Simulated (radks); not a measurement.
Problem. Neutral nitrogen, [He] 2s2 2p3. All-electron calculation, non-relativistic Kohn-Sham, PBE, spin-polarised, spherical densities, point nucleus. Program: a radial shooting solver on a logarithmic mesh with Libxc functionals. Every spin shell is full or empty, so the densities are truly spherical. Functionals are evaluated on that one density, not self-consistently. Rank these exchange functionals by their error against the exact value of the orbitals, and give that value: LDA, B88, PBE, RPBE, PW86, AM05, APBE, revTPSS, TASK.

Solution. Exact: -6.57138 hartree. From best to worst, with 100 (|E| - |E exact|)/|E exact| (equal figures are ties): B88 +0.03, revTPSS +0.10, RPBE +0.47, PBE -0.63, APBE +0.76, PW86 +0.81, TASK -2.51, AM05 -8.62, LDA -10.54.
